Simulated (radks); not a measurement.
Coulomb parameter of the 5d shell of the gold ion Au2+ in the model configuration [Xe] 4f14 5d8 6s1, as a second difference U = [E(n + 0.5) + E(n - 0.5) - 2 E(n)] / (0.5)^2 with all orbitals relaxed. "Bare": the charge of the atom changes with n. "Screened": the 6s shell takes up the change at fixed total charge, which measures U(5d,5d) + U(6s,6s) - 2 U(5d,6s). All-electron calculation, Dirac Kohn-Sham, PBE, spin-unpolarised, spherical densities, point nucleus; open shells are shared between the two j in proportion to 2j + 1. Program: a radial shooting solver on a logarithmic mesh with Libxc functionals.

case,configuration,E - E(n) (eV)
start,[Xe] 4f14 5d8 6s1,0.000
bare +0.5,[Xe] 4f14 5d8.5 6s1,-13.411
bare -0.5,[Xe] 4f14 5d7.5 6s1,16.653
screened +0.5,[Xe] 4f14 5d8.5 6s0.5,-2.785
screened -0.5,[Xe] 4f14 5d7.5 6s1.5,3.125

U(bare) = 12.966 eV, U(screened by 6s) = 1.362 eV.
